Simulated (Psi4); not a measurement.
C$_{3}$H$_{9}$BeClSi (SMILES C[Si](C)(C)[Be][Cl]), singlet, at a GFN2-xTB geometry (such geometries of metal compounds can be far from the true shape); B3LYP/6-31G* (Psi4 1.11).

Here is a job for Psi4.
```
memory 2 GB

molecule {
0 1
Be    0.57276793    1.10608727    0.51692387
Cl    1.32142803    2.55184454    1.19259067
Si   -0.36502217   -0.70490396   -0.32943303
C    -2.27210535   -0.79016630   -0.11978290
C     0.25637240   -2.35609242    0.42927278
C    -0.09806094   -0.93574445   -2.21719187
H    -2.68776913   -1.69677639   -0.55068859
H    -2.55409025   -0.76957396    0.92864361
H    -2.75910844    0.05201117   -0.60217564
H     0.06815047   -2.39356898    1.49805979
H     1.32570327   -2.47777711    0.28483594
H    -0.23232321   -3.21747275   -0.01749169
H     0.95812655   -1.00475870   -2.45976697
H    -0.50444444   -0.09896543   -2.77736237
H    -0.57651920   -1.83814971   -2.58751661
}

set {
  basis 6-31g*
}

energy('b3lyp')
print_variables()
```

What the program printed (banner, timings and long lists left out):

```
   => Loading Basis Set <=

    Name: 6-31G*
    Role: ORBITAL
    Keyword: BASIS

         ---------------------------------------------------------
                                   SCF
               by Justin Turney, Rob Parrish, Andy Simmonett
                          and Daniel G. A. Smith
                              RKS Reference
         ---------------------------------------------------------

  ==> Geometry <==

    Molecular point group: c1
    Full point group: C1

    Geometry (in Angstrom), charge = 0, multiplicity = 1:

       Center              X                  Y                   Z               Mass
    ------------   -----------------  -----------------  -----------------  -----------------
         BE           0.497775595089     0.961267597689     0.449243183498     9.012183065000
         CL           1.246435695089     2.407024867689     1.124909983498    34.968852682000
         SI          -0.440014504911    -0.849723632311    -0.397113716502    27.976926534650
         C           -2.347097684911    -0.934985972311    -0.187463586502    12.000000000000
         C            0.181380065089    -2.500912092311     0.361592093498    12.000000000000
         C           -0.173053274911    -1.080564122311    -2.284872556502    12.000000000000
         H           -2.762761464911    -1.841596062311    -0.618369276502     1.007825032230
         H           -2.629082584911    -0.914393632311     0.860962923498     1.007825032230
         H           -2.834100774911    -0.092808502311    -0.669856326502     1.007825032230
         H           -0.006841864911    -2.538388652311     1.430379103498     1.007825032230
         H            1.250710935089    -2.622596782311     0.217155253498     1.007825032230
         H           -0.307315544911    -3.362292422311    -0.085172376502     1.007825032230
         H            0.883134215089    -1.149578372311    -2.527447656502     1.007825032230
         H           -0.579436774911    -0.243785102311    -2.845043056502     1.007825032230
         H           -0.651511534911    -1.982969382311    -2.655197296502     1.007825032230

  Running in c1 symmetry.

  Rotational constants: A =      0.10840  B =      0.02893  C =      0.02893 [cm^-1]
  Rotational constants: A =   3249.75020  B =    867.29099  C =    867.29099 [MHz]
  Nuclear repulsion =  292.386322019691306

  Charge       = 0
  Multiplicity = 1
  Electrons    = 62
  Nalpha       = 31
  Nbeta        = 31

  ==> Algorithm <==

[...]
   @DF-RKS iter   5:  -884.28035580873313   -1.03730e-03   8.45678e-05 DIIS
   @DF-RKS iter   6:  -884.28040657685756   -5.07681e-05   3.29774e-05 DIIS
   @DF-RKS iter   7:  -884.28041543215431   -8.85530e-06   4.30105e-06 DIIS
   @DF-RKS iter   8:  -884.28041560637257   -1.74218e-07   1.05514e-06 DIIS
   @DF-RKS iter   9:  -884.28041561635405   -9.98148e-09   2.21099e-07 DIIS
  Energy and wave function converged.

  ==> Post-Iterations <==

   Electrons on quadrature grid:
      Ntotal   =   61.9999726849 ; deviation = -2.732e-05

    Orbital Energies [Eh]
    ---------------------

    Doubly Occupied:

[...]
      31A     -0.265817

    Virtual:

[...]
     116A      4.353067

    Final Occupation by Irrep:
              A
    DOCC [    31 ]
    NA   [    31 ]
    NB   [    31 ]

  @DF-RKS Final Energy:  -884.28041561635405

   => Energetics <=

    Nuclear Repulsion Energy =            292.3863220196913062
    One-Electron Energy =               -1797.9849904850268558
    Two-Electron Energy =                 679.2262955943039060
    DFT Exchange-Correlation Energy =     -57.9080427453223550
    Empirical Dispersion Energy =           0.0000000000000000
    VV10 Nonlocal Energy =                  0.0000000000000000
    Total Energy =                       -884.2804156163540483

Computation Completed

Properties will be evaluated at   0.000000,   0.000000,   0.000000 [a0]

Properties computed using the SCF density matrix

 Multipole Moments:

 ------------------------------------------------------------------------------------
     Multipole            Electronic (a.u.)      Nuclear  (a.u.)        Total (a.u.)
 ------------------------------------------------------------------------------------

 L = 1.  Multiply by 2.5417464519 to convert [e a0] to [Debye]
 Dipole X            :          8.6746814           -8.7863282           -0.1116468
 Dipole Y            :         16.7520636          -16.9675102           -0.2154467
 Dipole Z            :          7.8289720           -7.9296736           -0.1007017
 Magnitude           :                                                    0.2627225

 ------------------------------------------------------------------------------------

  Variable Map:
  ----------------------------------------------------------------------------
[...]
  Array Variable Map:
  ----------------------------------------------------------------------------
[...]
[...]
```
